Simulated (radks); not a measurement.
The numbers below are computed, except where a source is named.
Radial electron density D(r) = 4 pi r^2 rho(r) of an atom or ion with 52 electrons. Code: a radial shooting solver on a logarithmic mesh with Libxc functionals. Model: scalar-relativistic Kohn-Sham, BLYP, spin-polarised, spherical densities, finite nucleus; Fermi nuclear charge, rms radius of each element as measured or else 0.836 A^(1/3) + 0.57 fm.

| r (bohr) | D(r) (e/bohr) | spin D(r) |
|---|---|---|
| 0.002365 | 14.19 | -0.0000374 |
| 0.003104 | 21.02 | -0.0000569 |
| 0.004074 | 30.25 | -0.0000863 |
| 0.005305 | 41.56 | -0.000130 |
| 0.006963 | 54.97 | -0.000203 |
| 0.00914 | 68.31 | -0.000333 |
| 0.0119 | 78.31 | -0.000573 |
| 0.01562 | 82.37 | -0.00106 |
| 0.02034 | 79.39 | -0.00197 |
| 0.0267 | 73.53 | -0.00359 |
| 0.03505 | 74.28 | -0.00590 |
| 0.04563 | 87.33 | -0.00812 |
| 0.0599 | 105.0 | -0.00882 |
| 0.07862 | 107.0 | -0.00571 |
| 0.1024 | 90.45 | 0.00754 |
| 0.1344 | 81.45 | 0.0696 |
| 0.175 | 92.62 | 0.299 |
| 0.2297 | 88.56 | 0.950 |
| 0.3015 | 54.58 | 2.22 |
| 0.3925 | 37.53 | 3.88 |
| 0.5152 | 44.20 | 5.21 |
| 0.6709 | 37.27 | 5.14 |
| 0.8806 | 18.54 | 3.67 |
| 1.156 | 7.115 | 1.78 |
| 1.505 | 2.383 | 0.538 |
| 1.976 | 0.4249 | 0.0761 |
| 2.593 | 0.02684 | 0.00415 |
| 3.377 | 0.0004531 | 0.0000731 |

What is the nuclear charge?

Answer. Z = 62. The innermost maximum, from 1s, lies near gamma/Z bohr with gamma = sqrt(1 - (Z/c)^2) = 0.892, here 0.0144 bohr (found: 0.0157), and its height grows with Z. The density is that of the samarium ion Sm10+ in [Kr] 4d10 4f4 5s2; the configuration itself is not fixed sharply by these data, and Z only to a few units. D(r) has 4 maxima, at r = 0.0157, 0.0703, 0.196, 0.541 bohr, and minima at 0.0303, 0.129, 0.393 bohr, inside which lie 1.95, 11.15, 29.26 electrons.
